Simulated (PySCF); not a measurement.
## Correlation energy of S (sulfur, neutral)

[Ne] 3s1 3p4 4s1, high-spin 5P determinant (an excited configuration). Calculation: PySCF 2.14, in aug-cc-pwCVTZ (8s7p5d3f, 75 functions); the non-relativistic Hamiltonian (point nucleus). Frozen: 1s2; 14 electrons correlated.

```json
{"level": "CCSD", "correlation energy (mhartree)": "-403.00"}
{"level": "(T)", "correlation energy (mhartree)": "-16.32"}
{"level": "CCSD(T)", "correlation energy (mhartree)": "-419.32"}
```

Diagnostics: T1 = 0.014, D1 = 0.0498, largest double amplitude 0.181.

The outer electron is Rydberg-like, and this basis confines it to a smaller radius and binds it less than a complete one would. A double-excitation amplitude exceeds 0.15, a sign of near-degeneracy.

Cost of the coupled-cluster step: roughly 60 core-seconds, for 14 correlated electrons.

Iterations:

```
CC2 = 0
CCSD nocc = (np.int64(9), np.int64(5)), nmo = (74, 74)
frozen orbitals [[0], [0]]
max_cycle = 100
direct = 0
conv_tol = 1e-08
conv_tol_normt = 1e-06
diis_space = 8
diis_start_cycle = 0
Init t2, MP2 energy = -0.37334661027622
Init E_corr(UCCSD) = -0.373346610278199
cycle = 1  E_corr(UCCSD) = -0.395330152953031  dE = -0.0219835427  norm(t1,t2) = 0.28216
cycle = 2  E_corr(UCCSD) = -0.41360068404512  dE = -0.0182705311  norm(t1,t2) = 0.600806
cycle = 3  E_corr(UCCSD) = -0.390329504768659  dE = 0.0232711793  norm(t1,t2) = 1.26848
cycle = 4  E_corr(UCCSD) = -0.401206706406206  dE = -0.0108772016  norm(t1,t2) = 0.111541
cycle = 5  E_corr(UCCSD) = -0.403098860527642  dE = -0.00189215412  norm(t1,t2) = 0.133167
cycle = 6  E_corr(UCCSD) = -0.402721108890635  dE = 0.000377751637  norm(t1,t2) = 0.0303308
cycle = 7  E_corr(UCCSD) = -0.402998167405941  dE = -0.000277058515  norm(t1,t2) = 0.0124647
cycle = 8  E_corr(UCCSD) = -0.402958244170698  dE = 3.99232352e-05  norm(t1,t2) = 0.0066773
cycle = 9  E_corr(UCCSD) = -0.402991217862911  dE = -3.29736922e-05  norm(t1,t2) = 0.00150911
cycle = 10  E_corr(UCCSD) = -0.402999781215261  dE = -8.56335235e-06  norm(t1,t2) = 0.000977918
cycle = 11  E_corr(UCCSD) = -0.402994724809555  dE = 5.05640571e-06  norm(t1,t2) = 0.000436782
cycle = 12  E_corr(UCCSD) = -0.402995013833325  dE = -2.8902377e-07  norm(t1,t2) = 0.000100817
cycle = 13  E_corr(UCCSD) = -0.402995194102163  dE = -1.80268838e-07  norm(t1,t2) = 4.81961e-05
cycle = 14  E_corr(UCCSD) = -0.402995637099572  dE = -4.42997408e-07  norm(t1,t2) = 2.25265e-05
cycle = 15  E_corr(UCCSD) = -0.402995598278206  dE = 3.88213653e-08  norm(t1,t2) = 1.02652e-05
cycle = 16  E_corr(UCCSD) = -0.402995403074666  dE = 1.9520354e-07  norm(t1,t2) = 4.84378e-06
cycle = 17  E_corr(UCCSD) = -0.40299522335314  dE = 1.79721526e-07  norm(t1,t2) = 1.37979e-06
cycle = 18  E_corr(UCCSD) = -0.402995132995955  dE = 9.03571847e-08  norm(t1,t2) = 5.45655e-07
cycle = 19  E_corr(UCCSD) = -0.402995117487852  dE = 1.55081031e-08  norm(t1,t2) = 2.01349e-07
cycle = 20  E_corr(UCCSD) = -0.4029951141729  dE = 3.3149522e-09  norm(t1,t2) = 1.36289e-07
UCCSD converged
E(UCCSD) = -397.3079765357132  E_corr = -0.4029951141728996
UCCSD(T) correction = -0.0163182740381944
```
